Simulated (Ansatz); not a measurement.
Relaxation of CH6LiNSi (10 atoms, charge 0, multiplicity 1), to a largest force component of 0.015 eV/Å in at most 40 steps.

Level of theory: RKS PBE0-D4/def2-SVP in Ansatz 0.2.0.

```xyz
10
Properties=species:S:1:pos:R:3
Li -1.723 -0.977 -1.314
N -0.456 -0.082 -0.449
C 0.056 1.273 -0.565
Si 0.251 -1.029 0.764
H 1.138 1.272 -0.714
H -0.401 1.802 -1.411
H -0.159 1.861 0.336
H -0.518 -2.311 0.586
H 0.097 -0.532 2.144
H 1.697 -1.272 0.614
```

Problem. Where does it end, and by what steps?

Solution. It converged. After 9 steps the energy has fallen by 0.153 eV; Li1 moved furthest, 0.43 Å.

```tsv
step	energy less start (eV)	largest force component (eV/Å)	accepted
0	0.0000	0.837	yes
1	-0.0927	0.438	yes
2	-0.1026	0.229	yes
3	-0.1148	0.178	yes
4	-0.1383	0.493	yes
5	-0.1337	0.453	no
6	-0.1499	0.226	yes
7	-0.1528	0.072	yes
8	-0.1523	0.095	no
9	-0.1533	0.007	yes
```

```xyz
10
Properties=species:S:1:pos:R:3
Li -1.511 -1.216 -1.026
N -0.393 0.019 -0.430
C 0.058 1.372 -0.613
Si 0.227 -1.025 0.752
H 1.137 1.454 -0.863
H -0.481 1.868 -1.441
H -0.095 2.019 0.278
H -0.620 -2.279 0.455
H -0.003 -0.723 2.212
H 1.663 -1.483 0.666
```

Whether the end is a true minimum wasn't checked by a vibrational analysis.

Run time: 83 s on 1 thread of Intel(R) Xeon(R) Processor @ 2.50GHz (Skylake/Cascade Lake), on a shared host, peak memory 0.18 GiB.
